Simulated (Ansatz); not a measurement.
Relaxation of AlClF2H3N (8 atoms, charge 0, multiplicity 1), to a largest force component of 0.03 eV/Å in at most 50 steps.

Level of theory: Ansatz, RKS PBE0-D4/def2-SVP.

```xyz
8
Properties=species:S:1:pos:R:3
Al -1.616 -0.491 -0.210
N 1.400 0.542 -0.071
F -1.599 -1.538 -1.483
F -2.478 0.910 -0.299
H 1.320 0.098 0.845
Cl -0.833 -1.145 1.722
H 2.170 0.102 -0.570
H 1.635 1.522 0.067
```

Q: Where does it end, and by what steps?

A: The forces met the threshold. After 8 steps the energy has fallen by 1.523 eV; H7 moved furthest, 0.77 Å. Joined: Al1–N2.

| step | energy less start (eV) | largest force component (eV/Å) | accepted |
| --- | --- | --- | --- |
| 0 | 0.0000 | 1.300 | yes |
| 1 | -0.2614 | 0.754 | yes |
| 2 | -0.6540 | 0.631 | yes |
| 3 | -1.1428 | 0.809 | yes |
| 4 | -1.3430 | 1.956 | yes |
| 5 | -1.4667 | 0.669 | yes |
| 6 | -1.5087 | 0.229 | yes |
| 7 | -1.5209 | 0.155 | yes |
| 8 | -1.5233 | 0.025 | yes |

```xyz
8
Properties=species:S:1:pos:R:3
Al -0.956 -0.328 -0.049
N 0.927 0.360 -0.041
F -0.891 -1.317 -1.394
F -1.782 1.115 -0.222
H 1.399 0.125 0.834
Cl -1.092 -1.284 1.832
H 1.459 -0.047 -0.812
H 0.936 1.376 -0.148
```

Whether the end is a true minimum wasn't checked by a vibrational analysis.

The run took 37 s on 2 threads of Arm Neoverse N1 (shared host), peak memory 0.19 GiB.
